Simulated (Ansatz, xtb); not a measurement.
# F3GeS−: which of two conformers lies lower

We compare X, `F[S][Ge-]([F])[F]`, a singlet, with Y, `F[S][Ge-]([F])[F]`, a singlet. Both are isolated ions in the gas phase, relaxed with PBE0-D3(BJ)/def2-SVPD.

X (Å):

```json
{"atom": "F", "x (Å)": "-1.9201", "y (Å)": "1.1651", "z (Å)": "0.5334"}
{"atom": "F", "x (Å)": "-1.5972", "y (Å)": "-1.7383", "z (Å)": "-2.1694"}
{"atom": "F", "x (Å)": "0.0012", "y (Å)": "2.1446", "z (Å)": "-1.0540"}
{"atom": "Ge", "x (Å)": "-0.4567", "y (Å)": "0.5129", "z (Å)": "-0.3533"}
{"atom": "S", "x (Å)": "-1.5255", "y (Å)": "-0.0647", "z (Å)": "-2.4411"}
```

Y (Å):

```xyz
5

F     1.9451   -0.8821    0.0417
F    -0.3761    2.0155    0.2222
F    -1.5626   -0.2077    1.0691
Ge   -1.1467    0.5495   -0.5330
S     0.7631   -0.7099   -1.1634
```

Which of the two would you expect CCSD(T)/def2-SVPD + ΔMP2/def2-TZVPPD electronic energies to favour?

Too close to call at this level: CCSD(T)/def2-SVPD + ΔMP2/def2-TZVPPD gives E(Y) − E(X) = +0.92 kcal/mol.

How the difference moves with the method:

```json
{"level": "PBE0-D3(BJ)/def2-SVPD", "geometry": "PBE0-D3(BJ)/def2-SVPD", "E(Y) − E(X) (kcal/mol)": "+1.32", "departure from the last row (kcal/mol)": "+0.40", "job, with rough time for the two": "optimisation, 82 s"}
{"level": "HF/def2-SVPD", "geometry": "PBE0-D3(BJ)/def2-SVPD", "E(Y) − E(X) (kcal/mol)": "+2.60", "departure from the last row (kcal/mol)": "+1.69", "job, with rough time for the two": "part of the CCSD(T) run"}
{"level": "MP2/def2-SVPD", "geometry": "PBE0-D3(BJ)/def2-SVPD", "E(Y) − E(X) (kcal/mol)": "+1.73", "departure from the last row (kcal/mol)": "+0.82", "job, with rough time for the two": "part of the CCSD(T) run"}
{"level": "CCSD(T)/def2-SVPD", "geometry": "PBE0-D3(BJ)/def2-SVPD", "E(Y) − E(X) (kcal/mol)": "+1.88", "departure from the last row (kcal/mol)": "+0.96", "job, with rough time for the two": "single point"}
{"level": "CCSD(T)/def2-SVPD + ΔMP2/def2-TZVPPD", "geometry": "PBE0-D3(BJ)/def2-SVPD", "E(Y) − E(X) (kcal/mol)": "+0.92", "departure from the last row (kcal/mol)": "", "job, with rough time for the two": "single point, 77 s"}
```

The largest departure from CCSD(T)/def2-SVPD + ΔMP2/def2-TZVPPD is that of HF/def2-SVPD, 1.69 kcal/mol. Levels run at GFN2-xTB geometries aren't shown. The last row adds to CCSD(T) the change of the MP2 difference between the two basis sets, here −0.96 kcal/mol.

With harmonic frequencies from PBE0-D3(BJ)/def2-SVPD (ideal gas, rigid rotor, one conformer each, 298.15 K, 1 atm): on the last row, ΔE + ΔZPE = +0.92 kcal/mol. A mode under 50 cm⁻¹ makes harmonic enthalpies and free energies unreliable, so none is given.

The correlated steps freeze 17 core orbitals; the filled d shell of Ge is correlated, in a basis made for valence electrons. Run with Ansatz 0.2.0; the last row on 2 threads of Intel(R) Xeon(R) Platinum 8259CL CPU @ 2.50GHz (Skylake/Cascade Lake) on a shared host.
